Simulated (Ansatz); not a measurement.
Total energies of CH$_{5}$Al$_{2}$N.

Cartesian coordinates in Å:
```
Al 1.072 -1.015 -0.568
C -0.474 0.353 -0.850
N -0.900 0.837 0.276
Al 0.190 -0.029 1.660
H 2.444 -0.432 -1.143
H 0.595 -2.487 -0.968
H -0.978 0.729 -1.752
H -1.657 1.519 0.256
H -0.293 0.526 3.089
```

The species carries charge 0 and has multiplicity 1. The bonds changed during the relaxation, so this is another structure than the one it started from. All single points use the PBE0-D4/def2-TZVP geometry. Basis def2-TZVPP, Ansatz 0.2.0.

RPA on PBE orbitals: Hartree–Fock energy of these orbitals -579.03499 Eh, correlation -0.92170 Eh (frozen core).

```tsv
functional	kind	energy without D4 (Eh)	D4 term (kJ/mol)
LDA (SPW92)	LDA	-577.79568	–
PBE	GGA	-580.34192	-18.1
revPBE	GGA	-580.60690	-50.3
BLYP	GGA	-580.70984	-39.2
r2SCAN	meta-GGA	-580.62655	-4.2
B97M-V	meta-GGA with VV10	-580.62547	–
PBE0	global hybrid, 25 % exact exchange	-580.39554	-15.3
B3LYP	global hybrid, 20 %	-580.79213	-29.5
r2SCANh	meta-GGA hybrid, 10 %	-580.61751	-4.5
r2SCAN0	meta-GGA hybrid, 25 %	-580.60497	-5.1
HSE06 (plane-wave form)	screened hybrid	-580.37799	-14.4
BHLYP	global hybrid, 50 %	-580.68578	-24.9
CAM-B3LYP	range-separated hybrid	-580.70099	-15.8
LC-ωPBE	long-range corrected hybrid	-580.50573	–
ωB97X-V	range-separated hybrid GGA with VV10	-580.63131	–
ωB97M-V	range-separated hybrid meta-GGA with VV10	-580.66212	–
B2PLYP	double hybrid	-580.42451	–
PBE-QIDH	double hybrid	-580.20116	–
```

B3LYP takes the VWN-RPA correlation (the form of Gaussian; ORCA's B3LYP/G). HSE06 is the plane-wave form, built on full-range PBE exchange. The double hybrids freeze the cores in their second-order part.

LC-ωPBE has ω = 0.4 bohr⁻¹.
